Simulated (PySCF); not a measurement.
Compound: C4H7F2Si (doublet state).
Cartesian coordinates in Å at the GFN2-xTB level; atoms count from 1:
```
atom  x, y, z in Å
C1     0.9717   -1.5913    0.2817
C2     0.5717   -0.4344   -0.2804
Si3    1.7278    0.8809   -0.8418
C4    -0.9049   -0.1752   -0.4620
C5    -1.4485    0.5796    0.7404
F6    -0.9157    1.8272    0.8169
F7    -2.7907    0.7573    0.6411
H8     2.0123   -1.8062    0.4493
H9     0.2699   -2.3517    0.5830
H10    3.1246    0.7761   -0.4742
H11    1.1918    2.1497   -1.2830
H12   -1.1024    0.4242   -1.3527
H13   -1.4619   -1.1114   -0.5374
H14   -1.2461    0.0748    1.6969
```

The hyperfine couplings belong to this conformer and change with its torsions.

As a line formula: `C=C([SiH2])CC(F)F` [radical].

The calculation used UKS B3LYP, pcH-1 on C F H Si, non-relativistic, mean-field spin-orbit, GIAO in PySCF 2.14.0. The structure is a single GFN2-xTB conformer in the gas phase; no vibrational or solvent corrections. Couplings are sensitive to structure, and on GFN2-xTB geometries they can be far from those on DFT ones, by a factor of two or more for some ions and for spin on atoms past the first row. Stability of the SCF solution: not tested.

Q: Predict the first-order ENDOR lines of F6/F7, H10/H11, H9, H8, H12/H13 and H14 under fast tumbling at B = 3353.6 mT (W band).

A: ν± = |νn ± a/2|, one line for each electron-spin manifold; νn = |g_N| × 7.62259 MHz/T × B.

| nuclei | isotope | g_N | νn (MHz) | a_iso (MHz) | lower line (MHz) | upper line (MHz) |
| --- | --- | --- | --- | --- | --- | --- |
| F6/F7 | 19F | 5.2577 | 134.40 | 27.26 | 120.78 | 148.03 |
| H10/H11 | 1H | 5.5857 | 142.79 | -34.03 | 125.77 | 159.80 |
| H9 | 1H | 5.5857 | 142.79 | -21.37 | 132.10 | 153.47 |
| H8 | 1H | 5.5857 | 142.79 | -19.21 | 133.18 | 152.39 |
| H12/H13 | 1H | 5.5857 | 142.79 | -4.36 | 140.61 | 144.97 |
| H14 | 1H | 5.5857 | 142.79 | 0.70 | 142.44 | 143.14 |

Q: Which pairs are centred on the nuclear Larmor frequency, and which on half the coupling?

A: Centred on νn, since |a| < 2νn: F6/F7, H10/H11, H9, H8, H12/H13 and H14. No pair has |a| > 2νn.

Q: At what field would the lower line of F6/F7 fall to zero frequency?

A: Where νn = |a|/2, that is B = 13.63 MHz/(5.2577 × 7.62259 MHz/T) = 340 mT, as far as first order holds there.

Class means assume fast exchange of nuclei equivalent by connectivity; if that motion is slow, each nucleus keeps its own coupling. The 19F value of +27.3 MHz is a mean of couplings from 0.6 to 53.9 MHz in this one geometry, not an average over conformers.

The largest Mulliken spin populations are on Si3 (+0.95), C1 (+0.32) and C2 (-0.17). The positive populations add up to 1.28 and the negative ones to -0.28, together 2S = 1. The angles at Si3 add up to 357.6°, so it is nearly planar; its axial dipolar tensor and the negative couplings of its protons fit spin in a p orbital normal to that plane.
